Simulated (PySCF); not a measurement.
# Dipole response of Si⁻ (silicon, charge -1)

[Ne] 3s2 3p3, high-spin 4S determinant. Computed with PySCF 2.14 in dyall-av2z, with the non-relativistic Hamiltonian (point nucleus). Coupled (time-dependent) response in atomic units; α is the mean over directions. A double-zeta set is small for polarisabilities.

```tsv
method	mean α (bohr³)	C₆ (like pair)	S(−4)
UHF	91.82	1193	4102
wB97X-V	93.07	1207	4405
```

S(−4) is the Cauchy moment in α(ω) = α(0) + S(−4) ω² + …

α(iu) at wB97X-V:

```
u (hartree)  α(iu) (bohr³)
          0          93.07
     0.0500          83.87
      0.100          67.76
      0.200          43.74
      0.300          29.32
      0.500          14.79
      0.750          7.635
       1.00          4.586
       1.50          2.169
       2.00          1.264
       3.00         0.5913
       5.00         0.2289
```

A single London oscillator, α(iu) = α/(1 + u²/ω²), gives C₆ = (3/4) ω α². Matching the computed C₆ needs ω = 4 × 1207 / (3 × 93.07²) = 0.186 hartree.

For an ion, C₆ is the dispersion term alone; charge-induced terms of lower order in 1/R come first.
